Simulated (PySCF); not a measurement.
# Correlation energy of O⁻ (oxygen, charge -1)

[He] 2s2 2p5, 2P determinant. Calculation: PySCF 2.14, in def2-QZVPPD (8s5p4d2f1g, 66 functions); no relativity, point nucleus. Frozen: nothing; 9 electrons correlated.

```tsv
level	correlation energy (mhartree)
CCSD	-261.65
(T)	-9.61
CCSD(T)	-271.26
```

Diagnostics: T1 = 0.021, D1 = 0.0463, largest double amplitude 0.040.

Q: Is a single reference adequate?

A: Yes: T1 lies below 0.03 and no double amplitude reaches 0.07.

This basis was not built for core-valence correlation, so the inner-shell part is incomplete.
